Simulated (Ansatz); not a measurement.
System: CCl2, charge 1, multiplicity 2. SMILES of the parent species: Cl[C]Cl

Atoms: C1, Cl2, Cl3. Bonds: C1-Cl2, C1-Cl3.

Bond lengths (Å) and angles (degrees) optimised at HF/3-21G with Ansatz (a program for electronic structure); HF/6-31G* with Ansatz; B3LYP/6-31G* with Ansatz, each started from the B3LYP-D3(BJ)/def2-TZVP structure (Ansatz) of the last column. A row stands for all coordinates that are equal there. 6-31G* holds six Cartesian d functions.

```csv
coordinate,HF/3-21G,HF/6-31G*,B3LYP/6-31G*,B3LYP-D3(BJ)/def2-TZVP
C1-Cl2,1.661,1.590,1.605,1.590
Cl2-C1-Cl3,135.3,135.3,135.0,135.7
```

Mean signed difference of all 2 bond lengths from B3LYP-D3(BJ)/def2-TZVP: HF/3-21G 0.070 Å, HF/6-31G* 0.000 Å, B3LYP/6-31G* 0.015 Å.
